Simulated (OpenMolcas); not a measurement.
How basis sets differ on CH3BF2 (borane,difluoromethyl)

CH3BF2: 7 atoms, total charge 0, spin state singlet. As SMILES, `CB(F)F`. The shape is that of a GFN2-xTB optimisation.

```xyz
7

C    -0.1105    0.7009   -0.0446
B     0.1429   -0.8446    0.0708
F     0.6691   -1.4207    1.1330
F    -0.1543   -1.6921   -0.8945
H     0.2287    1.2398    0.8339
H     0.3948    1.1116   -0.9162
H    -1.1706    0.9052   -0.1823
```

Each level gives the dipole moment (D). The values are calculated.

| level | kind | program | value (D) | CPU time |
| --- | --- | --- | --- | --- |
| HF/STO-3G | Hartree–Fock | OpenMolcas | 0.83 | 1.9 s |
| HF/3-21G | Hartree–Fock | OpenMolcas | 2.04 | 2.1 s |
| HF/ANO-S-VDZ (RICD fitting) | Hartree–Fock | OpenMolcas | 2.66 | 1.6 s |
| HF/Ahlrichs_VDZ | Hartree–Fock | OpenMolcas | 2.45 | 1.9 s |
| HF/def2-SVP | Hartree–Fock | OpenMolcas | 1.91 | 4.4 s |
| HF/6-31+G* (spherical functions) | Hartree–Fock | OpenMolcas | 1.93 | 6.3 s |

The values span 0.83 to 2.66 D. Magnitudes only: a small dipole may point the other way at some levels. Sets without polarisation functions give poor dipoles. Times are those of the runs behind each value, whatever else they computed, on shared processors of several kinds: orders of magnitude only.
